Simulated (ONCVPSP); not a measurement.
nickel (Ni) ONCV: all-electron and pseudo phase curves

ONCVPSP 4.0.1 input, shortened (lines: element, Z, core and valence counts, functional; n l f; lmax; l rc ep ncon nbas qcut; lloc lpopt rc5 dvloc0; l nproj debl; icmod fcfact rcfact), LDA (Perdew-Wang 92), scalar-relativistic:

```
  Ni 28.00    3    4  -001012      upf
    1    0    2.00
    2    0    2.00
    2    1    6.00
    3    0    2.00
    3    1    6.00
    3    2    8.50
    4    0    1.50
    2
    0    1.30    0.00    4    7   12.10
    1    1.05    0.00    3    6   11.00
    2    1.00    0.00    5   10   16.50
    4    4    0.65    0.00
    0    2    2.20
    1    2    2.00
    2    2    0.30
    3    2.50    1.70
```

In the p channel the program set the typed energies aside and used -2.522, 0.250 Ha.

The phase is arctan(r·R′/R) of the radial function R(r), unwrapped; energies in Ha, scanned from -5 to 5 Ha. A pole is an energy at which the radial function vanishes at the test radius. The pseudo phase is shifted by a multiple of π to meet the all-electron one at the reference energy, and phase errors are pseudo minus all-electron; the curves can meet again beyond the range given. Levels narrower than the energy grid can be missing from the lists of poles.

Problem. For each channel, where are the poles, and over which energies does the pseudopotential scatter like the atom?

Solution.

```
channel  radius (bohr)  reference energy (Ha)  poles, all-electron  poles, pseudo  unbroken range about the reference energy with phases within 0.05 rad  phase error 1 Ha above the reference energy (rad)
      s           1.32                  -0.19                -3.46          -3.46                                                        the whole range                                             -0.000
      p           1.06                  -2.52                -0.57          -0.57                                                        the whole range                                             -0.000
      d           1.01                  -0.25                 2.03           2.03                                                        the whole range                                             -0.000
```

Phases in the d channel:

| E (Ha) | all-electron | pseudo |
| --- | --- | --- |
| -4.96 | 1.074 | 1.074 |
| -4.48 | 1.026 | 1.026 |
| -4.00 | 0.965 | 0.965 |
| -3.52 | 0.881 | 0.881 |
| -3.04 | 0.765 | 0.765 |
| -2.56 | 0.594 | 0.594 |
| -2.08 | 0.336 | 0.336 |
| -1.60 | -0.034 | -0.034 |
| -1.12 | -0.464 | -0.464 |
| -0.64 | -0.829 | -0.829 |
| -0.16 | -1.084 | -1.084 |
| 0.32 | -1.255 | -1.255 |
| 0.80 | -1.375 | -1.375 |
| 1.28 | -1.465 | -1.465 |
| 1.76 | -1.536 | -1.536 |
| 2.24 | -1.596 | -1.596 |
| 2.72 | -1.650 | -1.650 |
| 3.20 | -1.701 | -1.701 |
| 3.68 | -1.751 | -1.751 |
| 4.16 | -1.805 | -1.804 |
| 4.64 | -1.863 | -1.863 |
